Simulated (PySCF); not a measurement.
## Dipole response of Sn (tin, neutral)

[Kr] 4d10 5s1 5p3, high-spin 5S determinant (an excited configuration). All numbers are calculated (PySCF 2.14, no relativity, point nucleus, in dyall-av2z (22s16p12d, 130 functions)). Coupled (time-dependent) response in atomic units; α is the mean over directions. A double-zeta set is small for polarisabilities.

| method | mean α (bohr³) | C₆ (like pair) | S(−4) |
| --- | --- | --- | --- |
| UHF | 52.71 | 567.6 | 789.4 |
| PBE | 57.75 | 631.7 | 1052 |

S(−4) is the Cauchy moment in α(ω) = α(0) + S(−4) ω² + …

α(iu) at PBE:

| u (hartree) | α(iu) (bohr³) |
| --- | --- |
| 0 | 57.75 |
| 0.0500 | 55.26 |
| 0.100 | 49.13 |
| 0.200 | 34.81 |
| 0.300 | 24.03 |
| 0.500 | 12.59 |
| 0.750 | 6.798 |
| 1.00 | 4.237 |
| 1.50 | 2.111 |
| 2.00 | 1.273 |
| 3.00 | 0.6217 |
| 5.00 | 0.2529 |

A non-relativistic calculation at this Z misses sizeable relativistic shifts.
